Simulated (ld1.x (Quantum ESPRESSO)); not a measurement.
boron: one change to a TM potential, before and after

```
Element                 : boron (B)
Generator               : ld1.x (Quantum ESPRESSO) 7.5
Type                    : norm-conserving Troullier–Martins (Kleinman–Bylander form)
Functional              : PBE
Relativity              : scalar-relativistic
Frozen core             : [He]
Valence charge          : 3
Reference configuration : 2s2 2p1
Partial waves           : 2s (bound): rc 1.30 bohr; 2p (bound): rc 3.80 bohr
Local potential         : all-electron potential smoothed inside 1.05 bohr (lloc = -1)
Core correction         : Bessel-smoothed model core inside 0.95 bohr
```

All-electron outer shells of the reference configuration (PBE, scalar-relativistic, ld1.x):

```csv
shell,level (eV),outermost node (bohr),outermost maximum (bohr)
1s,-180.59,–,0.21
2s,-9.44,0.46,1.52
2p,-3.61,–,1.57
```

Change: local potential all-electron potential smoothed inside 4.36 bohr (lloc = -1).

Cutoffs: the cutoffs (Ry, on a coarse ladder) from which the occupation-weighted sum of valence levels, in a spherical-Bessel basis at the reference potential, stays within 10 and 1 mRy of its value at 400 Ry; they do not see the model core or the augmentation charge, which bear on the density cutoff. Errors are all-electron minus pseudo energies relative to the spin-unpolarised reference configuration.

Task: How do hardness, ghosts and transferability respond?

Result: The potential gets neither clearly harder nor softer (21 Ry and 55 Ry → 21 Ry and 55 Ry); of the 7 tests that both files solve, the error grows in 1 and shrinks in 4 by more than 15 % and 0.3 meV (median size 92.8 → 139.2 meV); neither file shows a bound ghost.

```tsv
quantity	base	changed
cutoff, loose	21 Ry	21 Ry
cutoff, tight	55 Ry	55 Ry
bound ghosts	none	none
error for 2s2 2p0, meV [ΔE 8.22 eV]	+199	+139
error for 2s1 2p0, meV [ΔE 33.64 eV]	+589	+423
error for 2s2 2p0.5, meV [ΔE 2.89 eV]	+30	+13
error for 2s1 2p1, meV [ΔE 14.36 eV]	-93	-190
error for 2s0 2p3, meV [ΔE 11.72 eV]	-160	-174
error for 2s1 2p2, meV [ΔE 5.85 eV]	-40	-44
error for 2s2 2p1.3, meV [ΔE -0.74 eV]	+3.1	-2.6
```
